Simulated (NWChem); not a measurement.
# CH3AlF2; SMILES [Al]([F])([CH3])[F]

```xyz
7

Al    -0.0050     0.0473     0.0006
C     -0.0085    -1.8796     0.0014
H      0.4851    -2.2673    -0.9046
H     -1.0281    -2.2908     0.0396
H      0.5553    -2.2701     0.8638
F     -1.3995     0.9461    -0.0011
F      1.4054     0.9212    -0.0009
```
Atoms are numbered in this order, from 1.

Results from NWChem. Pople sets run with spherical d functions. Geometry: optimised at PBE0/def2-SVP. B3LYP is NWChem's, with the RPA form of VWN correlation. GIAO values for the isolated, static molecule; σ is the absolute isotropic shielding.

Problem. Taking B3LYP/pcSseg-2 as the yardstick, which of these has the fewest basis functions while keeping “σ F6 (ppm)” within 2 ppm of it: B3LYP/6-31G*; B3LYP/6-311G**; B3LYP/IGLO-II; B3LYP/def2-SVP; B3LYP/def2-TZVP; B3LYP/IGLO-III?

Solution. B3LYP/IGLO-III.
| level | basis functions | σ F6 (ppm) |
|---|---|---|
| B3LYP/6-31G* | 66 | 322.9 |
| B3LYP/def2-SVP | 75 | 324.8 |
| B3LYP/6-311G** | 98 | 321.4 |
| B3LYP/IGLO-II | 119 | 328.5 |
| B3LYP/def2-TZVP | 148 | 329.7 |
| B3LYP/IGLO-III | 179 | 336.3 |
| B3LYP/pcSseg-2 | 193 | 335.1 |

The yardstick is one finite set, not the basis-set limit.
